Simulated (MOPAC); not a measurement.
A run for MOPAC: PM6 on H5NSiSn (SMILES [NH2][Sn][SiH3]), a point of a torsion scan.

```
PM6 1SCF PRECISE CHARGE=0 THREADS=1
H5NSiSn

N      2.03276303 1    -0.07763979 1    -0.03431467 1
Sn     0.34748259 1     0.15553592 1     1.21700941 1
Si     1.33402365 1    -0.99943431 1     3.38787783 1
H      2.89905919 1     0.35351285 1     0.26742222 1
H      2.28485364 1    -1.01529246 1    -0.32248153 1
H      1.57147772 1    -2.45082721 1     3.22247173 1
H      2.66289648 1    -0.49901689 1     3.80172858 1
H      0.57220010 1    -0.94866544 1     4.65094321 1
```

Program output:

```
*******************************************************************************
 **                                                                           **
 **                              MOPAC v23.2.5                                **
 **                                                                           **
 *******************************************************************************
 ** MOPAC's Digital Object Identifier: https://doi.org/10.5281/zenodo.6511958 **
 **                                                                           **
 ** Please cite the open-source release paper for use of this MOPAC version:  **
 ** J. E. Moussa and J. J. P. Stewart (2026)                                  **
 ** MOPAC: An open-source semiempirical molecular orbital program             **
 ** J. Open Source Softw., 11(119), 8025, https://doi.org/10.21105/joss.08025 **
 *******************************************************************************

                              PM6 CALCULATION RESULTS

 *******************************************************************************
 *  PM6        - The PM6 Hamiltonian to be used
 *
 *
 *
 *                 CHARGE ON SYSTEM = 0
 *
 *
 *
 *  PRECISE    - TIGHTER CRITERIA TO BE USED
 *  1SCF       - DO 1 SCF AND THEN STOP
 *  THREADS=1  - MULTI-THREADING NOT USED
 *  T=         - A TIME OF 172800.0 SECONDS REQUESTED
 *  DUMP=N     - RESTART FILE WRITTEN EVERY 7200.0 SECONDS REQUESTED
 *******************************************************************************
PM6 1SCF PRECISE CHARGE=0 THREADS=1
 H5NSiSn

   ATOM   CHEMICAL          X               Y               Z
  NUMBER   SYMBOL      (ANGSTROMS)     (ANGSTROMS)     (ANGSTROMS)

     1       N          2.03276303  *  -0.07763979  *  -0.03431467  *
     2      Sn          0.34748259  *   0.15553592  *   1.21700941  *
     3      Si          1.33402365  *  -0.99943431  *   3.38787783  *
     4       H          2.89905919  *   0.35351285  *   0.26742222  *
     5       H          2.28485364  *  -1.01529246  *  -0.32248153  *
     6       H          1.57147772  *  -2.45082721  *   3.22247173  *
     7       H          2.66289648  *  -0.49901689  *   3.80172858  *
     8       H          0.57220010  *  -0.94866544  *   4.65094321  *



          CARTESIAN COORDINATES

    NO.       ATOM           X           Y           Z

     1         N          2.0328     -0.0776     -0.0343
     2        Sn          0.3475      0.1555      1.2170
     3        Si          1.3340     -0.9994      3.3879
     4         H          2.8991      0.3535      0.2674
     5         H          2.2849     -1.0153     -0.3225
     6         H          1.5715     -2.4508      3.2225
     7         H          2.6629     -0.4990      3.8017
     8         H          0.5722     -0.9487      4.6509

 General Reference for PM6:
 "Optimization of Parameters for Semiempirical Methods V: Modification of NDDO Approximations
 and Application to 70 Elements", J. J. P. Stewart, J. Mol. Mod., 13, 1173-1213 (2007)
 URL: https://link.springer.com/article/10.1007/s00894-007-0233-4

           Empirical Formula: H5 N Sn Si  =     8 atoms



      MOLECULAR POINT GROUP   :   C1


      RHF CALCULATION, NO. OF DOUBLY OCCUPIED LEVELS = 9


 -------------------------------------------------------------------------------
 PM6 1SCF PRECISE CHARGE=0 THREADS=1
 H5NSiSn



     1SCF WAS SPECIFIED, SO BFGS WAS NOT USED
     SCF FIELD WAS ACHIEVED


                              PM6 CALCULATION
                                                       MOPAC v23.2.5 Linux




          FINAL HEAT OF FORMATION =         65.45056 KCAL/MOL =     273.84516 KJ/MOL


          COSMO AREA              =        136.13 SQUARE ANGSTROMS
          COSMO VOLUME            =        132.99 CUBIC ANGSTROMS

          IONIZATION POTENTIAL    =          7.807141 EV
          HOMO LUMO ENERGIES (EV) =         -7.807 -1.606
          NO. OF FILLED LEVELS    =          9
          MOLECULAR WEIGHT        =        165.8217         POINT GROUP:  C1

          MOLECULAR DIMENSIONS (Angstroms)

            Atom       Atom       Distance
            H     8    H     5     5.26047
           Sn     2    H     6     3.18878
            H     7   Sn     2     2.11137


          SCF CALCULATIONS        =          1





   ATOM   CHEMICAL          X               Y               Z
  NUMBER   SYMBOL      (ANGSTROMS)     (ANGSTROMS)     (ANGSTROMS)

     1       N          2.03276303  *  -0.07763979  *  -0.03431467  *
     2      Sn          0.34748259  *   0.15553592  *   1.21700941  *
     3      Si          1.33402365  *  -0.99943431  *   3.38787783  *
     4       H          2.89905919  *   0.35351285  *   0.26742222  *
     5       H          2.28485364  *  -1.01529246  *  -0.32248153  *
     6       H          1.57147772  *  -2.45082721  *   3.22247173  *
     7       H          2.66289648  *  -0.49901689  *   3.80172858  *
     8       H          0.57220010  *  -0.94866544  *   4.65094321  *

                             CARTESIAN COORDINATES

   1    N        2.032763030    -0.077639790    -0.034314670
   2   Sn        0.347482590     0.155535920     1.217009410
   3   Si        1.334023650    -0.999434310     3.387877830
   4    H        2.899059190     0.353512850     0.267422220
   5    H        2.284853640    -1.015292460    -0.322481530
   6    H        1.571477720    -2.450827210     3.222471730
   7    H        2.662896480    -0.499016890     3.801728580
   8    H        0.572200100    -0.948665440     4.650943210


           Empirical Formula: H5 N Sn Si  =     8 atoms



      MOLECULAR POINT GROUP   :   C1


                  EIGENVALUES
 -29.19864 -19.42867 -15.81893 -15.07365 -11.83710 -11.77444 -11.73547  -9.35283
  -7.80714  -1.60632   0.03150   0.28297   0.66168   1.34443   1.96442   1.97865
   2.03570   3.36556   4.62206   4.66574   5.92067   6.99336


              NET ATOMIC CHARGES AND DIPOLE CONTRIBUTIONS

  ATOM NO.   TYPE          CHARGE      No. of ELECS.   s-Pop       p-Pop       d-Pop
    1          N          -0.798597        5.7986     1.62428     4.17432
    2         Sn           0.641887        3.3581     1.83363     1.52448
    3         Si          -0.237015        4.2370     1.35501     2.50403     0.37798
    4          H           0.220577        0.7794     0.77942
    5          H           0.224314        0.7757     0.77569
    6          H          -0.016944        1.0169     1.01694
    7          H          -0.019008        1.0190     1.01901
    8          H          -0.015215        1.0152     1.01521
 DIPOLE           X         Y         Z       TOTAL
 POINT-CHG.    -3.124     1.510    -0.986     3.608
 HYBRID         3.358    -1.767     1.244     3.993
 SUM            0.234    -0.257     0.258     0.432


          ATOMIC ORBITAL ELECTRON POPULATIONS

     Atom    s        px        py        pz      x^2-y^2     xz        z^2       yz        xy
    1  N   1.62428   1.24877   1.30823   1.61733
    2 Sn   1.83363   0.72140   0.21425   0.58883
    3 Si   1.35501   0.78938   0.80716   0.90749   0.11069   0.09907   0.09063   0.03217   0.04542
    4  H   0.77942
    5  H   0.77569
    6  H   1.01694
    7  H   1.01901
    8  H   1.01521

 **********************
 *                    *
 * JOB ENDED NORMALLY *
 *                    *
 **********************




 == MOPAC DONE ==
```

The run finished.

Cost: about 0.03 core-seconds (a rough figure).
